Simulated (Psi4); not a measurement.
C$_{2}$H$_{6}$OZn, triplet, at the geometry of the source list (a higher spin typed on purpose: for a closed-shell molecule this is an excited state).

Here is a job for Psi4.
```
memory 2 GB

molecule {
0 3
Zn    1.01820000    0.69780000    0.89030000
C     0.34110000   -0.64110000   -0.45740000
C    -1.00680000   -0.29150000   -1.07450000
H     0.24890000   -1.57630000    0.09250000
H     1.06390000   -0.80590000   -1.25070000
H    -0.95520000    0.62120000   -1.66360000
H    -1.77450000   -0.16580000   -0.31420000
H    -1.32120000   -1.09920000   -1.73790000
O     0.92110000    1.32930000    2.50770000
H     1.46450000    1.93140000    3.00790000
}

set {
  basis aug-cc-pvdz
  reference uks
}

energy('svwn')
print_variables()
```

Question: Estimate the nuclear repulsion energy that SVWN/aug-cc-pVDZ (Psi4 1.11) returns for this input.

Answer: 245.5520 Eh

Question: Estimate the total energy that SVWN/aug-cc-pVDZ returns for this input.

Answer: -1931.289515 Ha

Question: What dipole moment does SVWN/aug-cc-pVDZ give?

Answer: 3.28 D

Question: What is the computed <S^2> (SVWN/aug-cc-pVDZ)?

Answer: 2.002

Question: Give the number of basis functions at the level SVWN/aug-cc-pVDZ.

Answer: 182

These values belong to the state on which the SCF converged, which isn't shown to be the lowest.
